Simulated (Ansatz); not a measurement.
A CCSD(T) single point on CH6ClGaSi (`C[SiH2][GaH][Cl]`).

```yaml
crystal:
  periodic: [false, false, false]
  atoms:
    - {symbol: C, position_ang: [0.016800, 1.606283, 0.535607]}
    - {symbol: Si, position_ang: [-0.586314, 0.116801, -0.434566]}
    - {symbol: Ga, position_ang: [0.706499, -1.875390, -0.040501]}
    - {symbol: Cl, position_ang: [0.031528, -3.610148, -1.145109]}
    - {symbol: H, position_ang: [-0.026205, 1.417370, 1.610327]}
    - {symbol: H, position_ang: [-0.603105, 2.479435, 0.319570]}
    - {symbol: H, position_ang: [1.049120, 1.850785, 0.276569]}
    - {symbol: H, position_ang: [-2.001084, -0.194321, -0.084176]}
    - {symbol: H, position_ang: [-0.539375, 0.395249, -1.897921]}
    - {symbol: H, position_ang: [1.952137, -2.186074, 0.860201]}
basis:
  gaussian: {orbitals: def2-SVP}
correlation: {method: ccsd_t}
```

```sh
$ ansatz run in.yaml --threads 4 --pin off --events-out ev --progress --plain
```

Log, shortened:

```
Functional definition: HF
1105 factors; integrals over basis functions are off by at most 1.3e-3 eV
mean field evaluation 1: about -73811.3497 eV, gradient 2.5e1 eV
mean field evaluation 2: about -73811.3515 eV, gradient 2.5e1 eV
mean field evaluation 4: about -73813.4242 eV, gradient 3.0e0 eV
mean field evaluation 8: about -73813.4551 eV, gradient 1.3e-4 eV
mean field -73813.45508575 eV, -2712.5944418444 hartree, gradient 2.6e-6 eV, S^2 0.000000; 0 other end points of the search recorded, 0 dependent functions left out
20 core orbitals not correlated: weight in the atoms' cores, before any rotation towards them, 1.000 or more for the frozen orbitals, at most 0.000 for the correlated occupied ones
reference -73813.45508575 eV, -2712.5944418444 hartree; 17, 17 occupied and 75, 75 virtual orbitals, 1105 factors
second order -15.99580714 eV of doubles, -0.00000000 eV of singles
cycle   1  -16.59301453 eV  change   -6.0e-1 eV  update   1.0e-1
cycle   2  -17.14050074 eV  change   -5.5e-1 eV  update   3.2e-2
cycle   3  -17.22639557 eV  change   -8.6e-2 eV  update   1.5e-2
cycle   4  -17.22230880 eV  change    4.1e-3 eV  update   3.8e-3
cycle   5  -17.22130132 eV  change    1.0e-3 eV  update   1.3e-3
cycle   6  -17.22087148 eV  change    4.3e-4 eV  update   4.6e-4
cycle   7  -17.22077768 eV  change    9.4e-5 eV  update   1.5e-4
cycle   8  -17.22081222 eV  change   -3.5e-5 eV  update   5.4e-5
cycle   9  -17.22081340 eV  change   -1.2e-6 eV  update   1.8e-5
perturbative correction -0.48924718 eV, -0.0179795022 hartree
Total energy: -73831.16514633 eV, -2713.2452745666 hartree
```

Run time 6 s (4 threads of a server CPU on a shared host); peak host memory 0.49 GiB.

The correlation energy is -17.710 eV, 2.8 % of it from (T); the T1 diagnostic reads 0.0115.
